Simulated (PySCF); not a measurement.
# KMg⁺: one state, many levels of theory

State: ¹Σ⁺ (singlet), closed shell. Set-up: basis K pcseg-2, Mg pcseg-2; no relativity; PySCF 2.14. De refers to K⁺ + Mg in their ground configurations, without counterpoise correction. A positive dipole points towards Mg; it is taken about the centre of mass and depends on that origin.

| Level | Re (Å) | ωe (cm⁻¹) | De (eV) | μ (D) | CPU s a point (SCF and correlation, without the integrals) |
| --- | --- | --- | --- | --- | --- |
| RHF-MP2 | 3.802 | 92.7 | 0.296 | n/a | 0.12 |
| RHF-SCS-MP2 | 3.828 | 90.7 | 0.282 | n/a | n/a |
| RHF-CCSD | 3.841 | 88.5 | 0.259 | n/a | n/a |
| RHF-CCSD(T) | 3.822 | 89.9 | 0.266 | n/a | 1.9 |
| PBE | 3.723 | 102 | 0.362 | -2.82 | 0.55 |
| TPSS | 3.783 | 98.7 | 0.342 | -2.89 | 0.71 |
| r²SCAN | 3.806 | 94.6 | 0.298 | -3.24 | 0.66 |
| PBE0 | 3.739 | 101 | 0.337 | -2.94 | 1.3 |
| B97-3 | 3.752 | 99.6 | 0.299 | -3.07 | 0.42 |
| B2PLYP | 3.767 | 96.7 | 0.307 | -3.18 | 0.48 |

(1) Which functional lies closest to RHF-CCSD(T) in De, which farthest, and by how much do they differ from it?

(2) What does the step from GGA to meta-GGA do here, going from PBE to r²SCAN?

(3) What does the triples do here, going from RHF-CCSD to RHF-CCSD(T)?

Correlated steps freeze 6 core orbitals. Closed-shell solutions of metal pairs were not tested for spin polarisation, which can lower them a little. The bond is weak. Basis-set superposition, not corrected here, can be much of De in a small basis, most of all at correlated wavefunction levels. For an ion De counts to the pair picked by the measured ionisation energies or electron affinities, which need not be the lowest pair at this level. B2PLYP dipoles, levels and charges come from its SCF part alone.

The whole job (state search and all levels along the bond) took about 1.6 min on 1 thread of Intel Xeon Platinum 8259CL @ 2.50GHz (shared host), peak memory 0.57 GiB.

## Answers

(1) Closest is r²SCAN (-1.6 pm in Re, +5.2 % in ωe, +0.03 eV in De against RHF-CCSD(T) in the same basis), farthest PBE (-9.9 pm in Re, +13.5 % in ωe, +0.10 eV in De). CCSD(T) converges more slowly with the basis than the functionals do and binds too weakly in this one, so the order can change at the basis-set limit.

(2) r²SCAN less PBE: +8.3 pm in Re, -7.3 % in ωe, -0.06 eV in De. 

(3) RHF-CCSD(T) less RHF-CCSD: -1.9 pm in Re, +1.6 % in ωe, +0.01 eV in De. Correlation nearly always deepens the well. The bond shortens, as in weak, metallic or heavy-atom bonds, where dispersion and the correlation of outer-core electrons pull the atoms together.
